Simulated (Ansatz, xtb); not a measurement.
# Ranking isomers of C5H11Br

6 gas-phase structures of C5H11Br, from a drawn sample of its isomers (lower ones may exist). Each was relaxed with GFN2-xTB; where two conformers were screened, the lower at r2SCAN-D4/def2-SVP is listed:

A. `CCC[C@H](C)Br`, a singlet
B. `CCC(C)(C)Br`, a singlet
C. `CC(C)(C)CBr`, a singlet
D. `CC[C@H](C)CBr`, a singlet
E. `CC(C)[C@H](C)Br`, a singlet
F. `CCCCCBr`, a singlet

Problem. Which do you expect lowest at r2SCAN-D4/def2-SVP, and how would the others follow?

Solution. Calculated order at r2SCAN-D4/def2-SVP: B (0.0), E (1.9), C (2.4), A (2.6), D (4.8), F (5.7) kcal/mol. Less than 1 kcal/mol parts E and C; C and A; D and F, so the order within those pairs means little.

Energies above the lowest of each column, in kcal/mol; the last columns are at PBE0-D3(BJ)/def2-SVP geometries (a dash: not run or not comparable):

| structure | GFN2-xTB | HF/STO-3G | r2SCAN-D4/def2-SVP | PBE0-D3(BJ)/def2-SVP | CCSD(T)/def2-SVP + ΔMP2/def2-TZVPP |
| --- | --- | --- | --- | --- | --- |
| B | 0.2 | 1.6 | 0.0 | 0.0 | 0.0 |
| E | 1.4 | 1.1 | 1.9 | 1.2 | 1.6 |
| C | 0.0 | 0.3 | 2.4 | 2.1 | 1.1 |
| A | 2.0 | 0.0 | 2.6 | 1.8 | 2.7 |
| D | 3.0 | 1.2 | 4.8 | 3.7 | 4.3 |
| F | 4.6 | 0.8 | 5.7 | 4.3 | – |

CCSD(T)/def2-SVP + ΔMP2/def2-TZVPP puts B lowest of those it was run on; HF/STO-3G picks A. CCSD(T)/def2-SVP + ΔMP2/def2-TZVPP orders those it was run on as B (0.0), C (1.1), E (1.6), A (2.7), D (4.3) kcal/mol. Less than 1 kcal/mol parts C and E, so the order within that pair means little. Flexible structures stand in one conformer each, not always the lowest. Frequencies (GFN2-xTB) were run for A, B, C, D, E alone. ΔMP2 is the change of the MP2 energy from the smaller to the larger basis.

Over these structures GFN2-xTB departs from r2SCAN-D4/def2-SVP by 0.7 kcal/mol on average once a common shift is removed. A GFN2-xTB relaxation took about 0.074 s and the r2SCAN-D4/def2-SVP energy about 2.2 s on a shared host (Ansatz 0.2.0, xtb 6.7.1).
